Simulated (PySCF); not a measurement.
This PySCF input asks for the NMR shieldings of `c1csc([P-]n2cccc2)c1`, [C₈H₇NPS]-; the geometry comes from GFN2-xTB.

```python
import basis_set_exchange as bse
import numpy as np
from pyscf import gto, dft
from pyscf.prop import nmr

atoms = """
C    -2.646185    0.535476   -1.491033
C    -3.657347    0.695382   -0.598565
S    -3.090272    0.485702    1.036049
C    -1.455179    0.174066    0.479786
P    -0.218789   -0.163205    1.685391
N     1.146051   -0.295155    0.584534
C     1.796674   -1.444471    0.268043
C     2.856555   -1.151612   -0.546338
C     2.853508    0.246408   -0.729792
C     1.795781    0.737062   -0.014116
C    -1.408024    0.242530   -0.899242
H    -2.785110    0.623904   -2.558885
H    -4.692159    0.918992   -0.769050
H     1.448480   -2.386828    0.647340
H     3.554587   -1.853697   -0.967991
H     3.549646    0.818308   -1.318611
H     1.444031    1.744711    0.106779
H    -0.501007    0.078743   -1.455475
"""
names = dict.fromkeys(["C", "S", "P", "N", "H"], "pcSseg-1")
basis = {el: gto.basis.parse(bse.get_basis(n, elements=[el], fmt="nwchem")) for el, n in names.items()}
mol = gto.M(atom=atoms, basis=basis, charge=-1, verbose=0)
mf = dft.RKS(mol, xc="PBE0")
mf.grids.level = 2
mf.grids.alignment = dft.numint.BLKSIZE   # the property module wants whole blocks of grid points
mf.conv_tol = 1e-9
mf.kernel()

calc = nmr.RKS(mf)   # GIAO
C = mf.mo_coeff
Co = C[:, mf.mo_occ > 0]
resp = mf.gen_response(singlet=True, hermi=2)
def vind(x):   # induced exchange potential for any number of trial vectors
    d = np.einsum("pi,xij,qj->xpq", C, 2 * x.reshape(-1, C.shape[1], Co.shape[1]), Co, optimize=True)
    return np.einsum("xpq,pi,qj->xij", resp(d - d.transpose(0, 2, 1)), C, Co, optimize=True).ravel()
mo1, _ = nmr.rhf.solve_mo1(calc, with_cphf=vind)
sigma = calc.kernel(mo1)
for i, s in enumerate(sigma):   # ppm
    w = np.linalg.eigvalsh((s + s.T) / 2)
    print("%2d %-2s iso %8.1f  s11 %8.1f  s22 %8.1f  s33 %8.1f" % (i, mol.atom_pure_symbol(i), w.mean(), *w))
```

Q: Give the expected output.

A: 
```
 0 C  iso     58.3  s11    -26.9  s22     55.0  s33    147.0
 1 C  iso     77.3  s11    -11.7  s22    108.2  s33    135.2
 2 S  iso    333.4  s11    154.4  s22    393.6  s33    452.1
 3 C  iso     -2.5  s11   -109.6  s22     -6.2  s33    108.3
 4 P  iso    197.5  s11    -66.3  s22    283.7  s33    375.2
 5 N  iso     63.9  s11    -31.1  s22     23.3  s33    199.4
 6 C  iso     54.7  s11    -13.8  s22     64.2  s33    113.7
 7 C  iso     79.4  s11     -0.0  s22     77.9  s33    160.5
 8 C  iso     77.1  s11     -4.5  s22     76.0  s33    159.7
 9 C  iso     51.3  s11    -21.6  s22     56.0  s33    119.7
10 C  iso     76.1  s11      2.7  s22     78.8  s33    146.7
11 H  iso     25.7  s11     23.4  s22     25.7  s33     28.0
12 H  iso     26.1  s11     23.6  s22     26.1  s33     28.5
13 H  iso     25.0  s11     21.8  s22     25.6  s33     27.5
14 H  iso     25.8  s11     23.7  s22     25.7  s33     28.2
15 H  iso     25.7  s11     23.6  s22     25.6  s33     27.8
16 H  iso     24.8  s11     21.6  s22     24.4  s33     28.5
17 H  iso     26.3  s11     21.4  s22     24.0  s33     33.4
```

These numbers come from an equivalent density-fitted implementation of the same equations, which agrees with the script to about 0.01 ppm for H and up to a few tenths of a ppm for heavy atoms, so last digits may differ.

Q: Turn these shieldings into chemical shifts. δ = σ(ref) − σ, references computed at the same level: $^{13}$C (σref 186.93) and $^{1}$H (σref 31.72) against TMS; $^{33}$S (σref 503.73) against CS2; H3PO4 for $^{31}$P (σref 318.38); $^{15}$N (σref 267.73) against NH3.

A: Averaging equivalent atoms: C 3: 189.4; C 6/9: 133.9; C 0: 128.6; C 10: 110.8; C 1: 109.7; C 7/8: 108.7; S 2: 170; P 4: 120.8; N 5: 203.9; H 13/16: 6.82; H 11: 6.02; H 14/15: 5.95; H 12: 5.65; H 17: 5.45 ppm. Experimental scales use liquid or dissolved standards, which lie at an offset from isolated NH3 (liquid NH3: subtract about 20 ppm) and H3PO4. Unscaled 15N shifts of sp2 nitrogen come out 20 to 40 ppm too high even then.

Size and cost of the density-fitted run: 236 basis functions, 74 s wall time on 1 thread of an x86-64 server CPU, shared host.
